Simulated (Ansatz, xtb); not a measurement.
Breaking a bond: SiC, triplet.

- ROCCSD = Ansatz (a first-principles code) with CCSD on ROHF/cc-pVTZ, frozen core
- UCCSDT = CCSDT on UHF/cc-pVTZ, frozen core (Ansatz)
- GFN1-xTB (xtb)

Energies are in mEh, each relative to the lowest point of its own curve near equilibrium.

| R / Å | ROCCSD | UCCSDT | GFN1-xTB |
|---|---|---|---|
| 1.26 | 275.6 | 281.1 | 395.3 |
| 1.36 | 139.9 | 144.5 | 181.2 |
| 1.45 | 66.9 | 70.6 | 77.1 |
| 1.55 | 22.4 | 24.9 | 20.7 |
| 1.61 | 8.6 | 10.3 | 5.8 |
| 1.68 | 1.0 | 1.8 | 0.0 |
| 1.71 | 0.0 | 0.3 | 0.3 |
| 1.75 | 0.2 | 0.0 | 2.8 |
| 1.83 | 13.8 | 3.7 | 12.8 |
| 1.89 | 16.4 | 9.1 | 23.4 |
| 1.98 | 24.1 | 20.0 | 41.9 |
| 2.13 | 43.6 | 41.6 | 70.3 |
| 2.30 | 68.3 | 66.6 | 103.2 |
| 2.58 | 104.5 | 102.1 | 156.3 |
| 2.84 | 138.6 | 125.8 | 197.8 |
| 3.06 | 155.6 | 138.4 | 226.2 |
| 3.42 | 167.4 | — | — |
| 3.77 | 171.6 | — | — |
| 4.18 | 173.9 | — | — |
| 4.55 | 174.8 | — | — |
| 5.09 | 175.6 | — | — |
| 6.05 | 176.1 | — | — |
| 6.95 | 176.2 | — | — |

Dashes: no converged value, or the column stops at the first point that the program doubted or that broke a chosen test of continuity, which isn't proof of a fault.

The T1 diagnostic of CCSD on the restricted reference of ROCCSD exceeds 0.045 at 1.45 to 1.75, 2.13 to 3.06 Å. The unrestricted determinant behind UCCSDT is spin-contaminated at 1.45 to 6.95 Å (<S²> up to 3.1, against 2.00 for a pure triplet).
